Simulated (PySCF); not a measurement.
# Levels of Ir(74+) from EOM-EA-GCCSD

Reference: closed-shell Ir(75+), 1s2; one electron is added. Calculated with PySCF 2.14, two-component X2C-1e with screened spin-orbit coupling, an even-tempered Gaussian basis (16 s from 28 bohr⁻², ratio 2.6; 13 p from 37 bohr⁻², ratio 2.6; 6 d from 38 bohr⁻², ratio 2.8; 3 f from 1600 bohr⁻², ratio 2.8); frozen nothing; the 30 highest virtual spinors dropped; of the others 56 kept and the rest restored at second order. No Breit or QED terms. Binding energies in eV.

```json
{"level": "2s1/2", "Koopmans": "21586.3", "second order": "21586.5", "EOM-CCSD": "21586.5"}
{"level": "2p1/2", "Koopmans": "21391.1", "second order": "21391.7", "EOM-CCSD": "21391.7"}
{"level": "2p3/2", "Koopmans": "19555.0", "second order": "19555.4", "EOM-CCSD": "19555.4"}
```

Electric-dipole lines between these computed levels:

```json
{"lower": "2s1/2", "upper": "2p1/2", "ΔE (eV)": "194.87", "vacuum wavelength (nm)": "6.362"}
{"lower": "2s1/2", "upper": "2p3/2", "ΔE (eV)": "2031.1", "vacuum wavelength (nm)": "0.6104"}
```

For comparison, the ionisation energy of Ir(74+) is 21556.6 ± 0.24 eV (theoretical estimate listed by NIST; NIST Atomic Spectra Database, ionization energies).

Only part of the computed levels is shown.
